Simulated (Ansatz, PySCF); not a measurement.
Si(SH)4 (H₄S₄Si), SMILES S[Si](S)(S)S.

Geometry: r2SCAN-D4/def2-SVP. One conformer was computed; it need not be the lowest.

Vertical ionisation energy (IE) and electron affinity (EA) in eV. Rows of orbital energies are one-electron estimates. Where ΔSCF, EOM or ADC give a negative EA the extra electron is unbound and the value depends on the basis.

```tsv
level	IE	EA
−ε(HOMO), −ε(LUMO), CAM-B3LYP/def2-TZVP (PySCF)	8.92	-0.52
−ε(HOMO), −ε(LUMO), PBE/def2-TZVP (PySCF)	[?]	[?]
ΔSCF, PBE/def2-SVPD (Ansatz), final states of multiplicity 2 and 2	8.92	-0.40
```

**Question.** Complete the blanks. (The exact figures need the calculation; the answer reports its results.)

**Answer.** 
- −ε(HOMO), −ε(LUMO), PBE/def2-TZVP (PySCF), IE: 6.40
- −ε(HOMO), −ε(LUMO), PBE/def2-TZVP (PySCF), EA: 1.50

**Question.** What vertical singlet–triplet gap does ΔSCF give with PBE/def2-SVPD (Ansatz, a first-principles code)? (An estimate is asked for; the answer gives what the named calculation found.)

**Answer.** 4.81 eV (triplet above singlet where positive).
